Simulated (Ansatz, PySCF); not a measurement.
Reaction R1 + 4 R2 + R3 → 2 P1 + P2 + 2 P3, each structure at its B3LYP-D3(BJ)/def2-TZVP stationary point, reached from a drawn start (curvature not checked).
R1: C4H4O (SMILES c1ccoc1), charge 0, multiplicity 1.
P1: C2H4 (SMILES C=C), charge 0, multiplicity 1.
P2: C2H6 (SMILES CC), charge 0, multiplicity 1.
P3: CH4O (SMILES CO), charge 0, multiplicity 1.
R2: CH4 (SMILES C), charge 0, multiplicity 1.
R3, H2O (SMILES O) (charge 0, multiplicity 1):
```xyz
3

O      0.000     0.000     0.390
H      0.000     0.765    -0.195
H      0.000    -0.765    -0.195
```

P less R. No zero-point or thermal terms.

Cores are frozen in the correlated methods.

Programs: Ansatz (a quantum-chemistry and plane-wave program) with Gaussian orbitals; PySCF for the D3/D4 terms. Each number belongs to the level named beside it.

| level | reaction energy (kcal/mol) |
|---|---|
| PBE-D4/def2-TZVPP | 46.62 |
| BLYP/def2-TZVPP | 42.59 |
| BLYP-D3(BJ)/def2-TZVPP | 42.38 |
| r2SCAN/def2-TZVPP | 47.32 |
| B97M-V/def2-TZVPP | 46.63 |
| CAM-B3LYP/def2-TZVPP | 41.36 |
| B2PLYP/def2-TZVPP | (withheld) |
| SCS-MP2/cc-pVDZ | (withheld) |
| CCSD(T)/cc-pVQZ | (withheld) |

**Question.** Complete the blanks.

**Answer.** 
- B2PLYP/def2-TZVPP, reaction energy (kcal/mol): 43.24
- SCS-MP2/cc-pVDZ, reaction energy (kcal/mol): 43.27
- CCSD(T)/cc-pVQZ, reaction energy (kcal/mol): 41.45
